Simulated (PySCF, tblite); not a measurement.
C₈H₈N₂.
Structure used (GFN2-xTB), in Å, numbered top down from 1:
```xyz
18
C8H8N2 angstrom
C      1.5447    2.4709    0.6084
C      1.3533    1.3085    0.3747
C      1.1348   -0.0627    0.1158
C      2.1134   -1.0197    0.4313
N      1.9483   -2.3066    0.2246
N      0.8438   -2.7542   -0.2972
C     -0.1195   -1.9194   -0.6317
C     -0.0478   -0.5363   -0.4569
C     -1.1810    0.3726   -0.8129
C     -2.0388    0.6587    0.4224
H      1.7128    3.4864    0.8113
H      3.0581   -0.7261    0.8676
H     -0.9987   -2.3775   -1.0646
H     -0.7859    1.3148   -1.1998
H     -1.7955   -0.0949   -1.5849
H     -2.8674    1.3114    0.1604
H     -1.4426    1.1471    1.1905
H     -2.4409   -0.2667    0.8294
```

Method used: PBE0/pcSseg-1 in PySCF (dipole) on a GFN2-xTB geometry, gas phase.

Masses are those of the commonest isotopes; rigid-rotor values at the optimised geometry. The values belong to one conformer with, in the numbering `[CH:1]#[C:2][c:3]1[cH:4][n:5][n:6][cH:7][c:8]1[CH2:9][CH3:10]`, C7–C8–C9–C10 95°.

Task: Give the principal moments of inertia and the rotational constants in MHz.

Result: Ia = 264.75, Ib = 386.88, Ic = 610.05 u·Å²; 505379 MHz·u·Å²/I gives A = 1909, B = 1306, C = 828.4 MHz.

Task: Classify the top.

Result: An asymmetric top; Ray's κ = -0.115.

Task: What does the inertial defect say?

Result: Not planar: Δ = Ic − Ia − Ib = -41.58 u·Å². For a rigid frame Δ = −2 Σ m c², so Σ m c² = 20.79 u·Å² lies off the ab plane: 6.87 from hydrogen and 13.92 from heavier atoms. The atom farthest from that plane is 1.38 Å away.

Task: Give the other two planar moments, Paa and Pbb, and the rms extents of the mass along the axes.

Result: Paa = Σ m a² = (Ib + Ic − Ia)/2 = 366.09 and Pbb = Σ m b² = (Ia + Ic − Ib)/2 = 243.96 u·Å². With the mass M = 132.07 u, the rms extents √(P/M) along a, b and c are 1.66, 1.36, 0.40 Å.

Task: Where do the levels up to J = 4 lie, in K?

Result: Above 0(0,0), as E/k:
J = 1: 1(0,1) 0.102, 1(1,1) 0.131, 1(1,0) 0.154
J = 2: 2(0,2) 0.298, 2(1,2) 0.313, 2(1,1) 0.382, 2(2,1) 0.469, 2(2,0) 0.478
J = 3: 3(0,3) 0.575, 3(1,3) 0.581, 3(1,2) 0.716, 3(2,2) 0.776, 3(2,1) 0.816, 3(3,1) 0.983, 3(3,0) 0.986
J = 4: 4(0,4) 0.930, 4(1,4) 0.932, 4(1,3) 1.145, 4(2,3) 1.179, 4(2,2) 1.272, 4(3,2) 1.406, 4(3,1) 1.422, 4(4,1) 1.678, 4(4,0) 1.679
The levels of one J sum to (2J + 1)J(J + 1)(A + B + C)/3.

Task: Predict some low-J microwave lines.

Result: The dipole components are |μa| = 4.72 D, |μb| = 0.62 D, |μc| = 0.47 D. Intensities carry the squares of the components, which stand as 1.00 : 0.02 : 0.01 (a : b : c). Some lines, for components of 0.1 D or more:

```tsv
type	branch	J(Ka,Kc)	MHz	lower level (cm⁻¹)
a	Q	4(3,1) ← 4(3,2)	333	0.977
a	Q	1(1,0) ← 1(1,1)	478	0.091
c	Q	1(1,1) ← 1(0,1)	603	0.071
a	Q	2(1,1) ← 2(1,2)	1434	0.218
a	Q	4(2,2) ← 4(2,3)	1953	0.819
b	Q	3(2,1) ← 3(1,2)	2067	0.498
b	Q	4(2,2) ← 4(1,3)	2644	0.796
a	Q	3(1,2) ← 3(1,3)	2814	0.404
b	R	2(0,2) ← 1(1,1)	3474	0.091
c	Q	3(3,1) ← 3(2,1)	3493	0.567
b	Q	3(2,2) ← 3(1,3)	4062	0.404
a	Q	4(1,3) ← 4(1,4)	4446	0.648
a	R	3(1,3) ← 2(1,2)	5584	0.218
b	Q	4(4,1) ← 4(3,2)	5668	0.977
a	R	3(0,3) ← 2(0,2)	5778	0.207
b	R	3(1,3) ← 2(0,2)	5901	0.207
b	R	2(2,0) ← 1(1,1)	7226	0.091
a	R	4(1,4) ← 3(1,3)	7308	0.404
c	R	3(1,2) ← 2(0,2)	8715	0.207
c	R	3(2,1) ← 2(1,1)	9031	0.266
c	R	3(3,0) ← 2(2,0)	10576	0.332
b	R	3(3,0) ← 2(2,1)	10769	0.326
c	R	4(1,3) ← 3(0,3)	11877	0.400
c	R	4(2,3) ← 3(1,3)	12445	0.404
b	R	4(2,2) ← 3(1,3)	14398	0.404
```

Task: Estimate the classical rotational partition function at 10 K, 200 K and 298.15 K.

Result: Point group C1, symmetry number σ = 1; q = (√π/σ)·√((kT/h)³/(ABC)), k/h = 20836.6 MHz/K: 3710 at 10 K, 332000 at 200 K, 604000 at 298.15 K.

Its GFN2-xTB frequencies are all real (lowest 50 cm⁻¹). Zero-point vibration and centrifugal distortion are left out. A rigid rotor knows nothing of internal rotation, which can split or shift real lines. Quadrupole hyperfine structure (14N) is left out.

On an Arm Neoverse N1 with one thread (shared host), this took 83 s (with the writing of density and orbital grids) and 1.0 GiB of memory at its peak. This is the PBE0/pcSseg-1 job that gave the dipole, with the shieldings it also computed.
